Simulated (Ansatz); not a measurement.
H4MoO4S, SMILES `[OH][Mo]([OH])([OH])([OH])=[S]`, 10 atoms. The species carries charge 0 and has multiplicity 1. Correlated methods include outer-core shells of Mo, which these sets cover unevenly. Mo takes the def2 core potential. All runs use 4 threads of an Intel Xeon Platinum 8259CL on a shared host. Correlated methods freeze the cores.

**Question.** Give the basis size and wall time and peak host memory of each of these runs in Ansatz. RKS SPW92 (LDA)/def2-TZVPP energy; RKS PBE0-D4/def2-QZVPP energy; RKS CAM-B3LYP-D4/def2-TZVPP energy; RKS PBE0-D4/def2-TZVP relaxation (7 steps); RHF-CCSD(T)/def2-TZVPP energy; RKS r2SCANh-D4/def2-TZVPP energy; RKS PBE0-D4/def2-TZVP frequencies; RKS PBE0-D4/def2-SVP energy; RKS ωB97M-V/def2-QZVPP energy; RHF-MP2/def2-QZVPP energy; RHF-CCSD(T)/def2-SVP energy; RKS ωB97M-V/def2-SVP energy. (An estimate is asked.)

**Answer.** Computed: Other jobs shared the machine, so times are rough.

```tsv
level	job	functions	wall time	peak host memory (GiB)
RKS PBE0-D4/def2-SVP	energy	125	1.9 s	0.35
RKS SPW92 (LDA)/def2-TZVPP	energy	278	2.1 s	0.43
RKS CAM-B3LYP-D4/def2-TZVPP	energy	278	6.5 s	0.96
RKS ωB97M-V/def2-SVP	energy	125	7 s	0.49
RKS r2SCANh-D4/def2-TZVPP	energy	278	7.5 s	0.87
RKS PBE0-D4/def2-QZVPP	energy	499	12 s	2.1
RHF-CCSD(T)/def2-SVP	energy	125	22 s	0.94
RKS ωB97M-V/def2-QZVPP	energy	499	26 s	2.6
RKS PBE0-D4/def2-TZVP	relaxation (7 steps)	225	40 s	0.71
RHF-MP2/def2-QZVPP	energy	499	52 s	3.4
RKS PBE0-D4/def2-TZVP	frequencies	225	3.7 min	0.77
RHF-CCSD(T)/def2-TZVPP	energy	278	7.6 min	9
```
